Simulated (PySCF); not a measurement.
CHBrClF, SMILES F[C@H](Cl)Br. Atoms are numbered in the order given.

```xyz
5

C     -0.5990    -0.4728     0.3775
F     -0.9173    -1.5475    -0.3534
Cl    -1.7825     0.8228     0.1053
Br     1.2215     0.1001    -0.0663
H     -0.5987    -0.7246     1.4449
```

The structure is a stationary point at B3LYP-D3(BJ)/def2-SVP.

Method: PySCF with PBE/pcSseg-1.

GIAO shieldings, no solvent; atoms alike by connectivity are averaged. δ = σ(ref) − σ: ¹³C against TMS (σ = 182.0 ppm); ¹⁹F against CFCl3 (σ = 133.6 ppm); ³⁵Cl against HCl (σ = 936.5 ppm); ¹H against TMS (σ = 31.49 ppm), references at their B3LYP-D3(BJ)/def2-TZVP geometries, non-relativistic (without spin–orbit terms, shifts of atoms bonded to Cl or Br come out too high).

```tsv
atoms	nucleus	count	δ (ppm)
C1	¹³C	1	…
F2	¹⁹F	1	-93.6
Cl3	³⁵Cl	1	…
H5	¹H	1	8.43
```

**Question.** Fill in the missing entries. (The exact figures need the calculation; the answer reports its results.)

**Answer.** 
- C1, δ (ppm): 134.0
- Cl3, δ (ppm): 419.4
